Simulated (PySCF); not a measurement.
CH5BrGe, SMILES [CH3][GeH2][Br]. Atoms are numbered in the order given.

```xyz
8

Ge     0.4469    -0.8722     0.0000
C     -1.1866    -1.9211     0.0000
Br    -0.1502     1.3715     0.0000
H      1.2910    -1.0974    -1.2654
H      1.2910    -1.0974     1.2654
H     -1.7814    -1.6884     0.8940
H     -0.9430    -2.9944     0.0000
H     -1.7814    -1.6884    -0.8940
```

The structure is a stationary point at PBE0-D3(BJ)/def2-SVP.

Method: PBE/def2-TZVPD (PySCF).

Gas-phase values at a fixed geometry.

- total energy = -4691.56706 hartree
- point group = Cs
- highest occupied level = -6.82 eV
- lowest empty level = -1.32 eV
- orbital gap = 5.50 eV
- dipole moment = 0.495 e·Å
- quadrupole, principal values (traceless, Buckingham form, about the centre of nuclear charge) = -1.03, -0.57, 1.60 D·Å
- mean static polarisability = 69.9 bohr³ (10.35 Å³)
- polarisability, principal values = 59.9, 66.9, 82.8 bohr³
